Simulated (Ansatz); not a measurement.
Ideal-gas functions of `BB(O)Br` at 500 K and 1 bar, from an Ansatz frequency run at PBE0-D4/def2-TZVP.

Molar mass 120.55 g/mol, point group Cs (symmetry number 1), electronic degeneracy 1, moments of inertia 64.073, 160.478, 220.329 u Å². Harmonic wavenumbers (cm⁻¹, unscaled): 111, 295, 300, 338, 521, 602, 742, 820, 936, 1077, 1176, 1443, 2590, 2666, 3838.

Use S(trans) = R[1.5 ln M + 2.5 ln T − 1.1517]; rotational temperatures θ = 24.2544 K / I; S(rot) = R[ln(√π/σ · √(T³/θAθBθC)) + 1.5]; for each mode x = 1.438777 ν̃/T, S = R[x/(eˣ − 1) − ln(1 − e⁻ˣ)] and H = RT x/(eˣ − 1); 1 cm⁻¹ = 0.0119627 kJ/mol; R = 8.31446 J/(mol·K).

**Question.** By hand: the entropy, in J/(mol·K).

**Answer.** Translation 179.4. Rotation: θ = 0.3785, 0.1511, 0.1101 K, giving 115.8. Vibration, mode by mode: 17.84, 9.92, 9.79, 8.87, 5.68, 4.71, 3.43, 2.87, 2.21, 1.60, 1.27, 0.68, 0.04, 0.03, 0.00, in all 69.0. Electronic 0.0. Sum 364.2 J/(mol·K).

**Question.** By hand: H − E and G − E in kJ/mol, counted from the electronic energy.

**Answer.** Zero-point energy ½ × 17455 × 0.0119627 = 104.4; thermal vibration 19.0; translation, rotation and pV give 4 RT = 16.6. H − E = 140.0 kJ/mol, and G − E = 140.0 − 500 × 364.2/1000 = -42.1 kJ/mol.

Vibration gives 19 % of the entropy, 17.8 J/(mol·K) of it from the mode under 150 cm⁻¹: soft modes count most, and the harmonic formula is weakest for them. The sum counts one conformer and one mirror image; others add a mixing term.
